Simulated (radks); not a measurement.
Calculated with a radial shooting solver on a logarithmic mesh with Libxc functionals: scalar-relativistic Kohn-Sham, LDA (Slater exchange, Perdew-Wang correlation), spin-polarised, spherical densities, finite nucleus; Fermi nuclear charge, rms radius of each element as measured or else 0.836 A^(1/3) + 0.57 fm. Response by self-consistent Sternheimer equations with the Hartree and adiabatic LDA kernel, the relativistic mass of each level held fixed and spin-orbit coupling left out. Rank Sb5+, Pd, Cd2+, In3+, Ag+, I7+, Te6+, Xe8+, Sn4+ (NIST ground configurations) by static dipole polarisability, largest first.

Answer. Pd 30.07, Ag+ 10.74, Cd2+ 5.674, In3+ 3.540, Sn4+ 2.429, Sb5+ 1.773, Te6+ 1.351, I7+ 1.063, Xe8+ 0.8567 bohr^3.
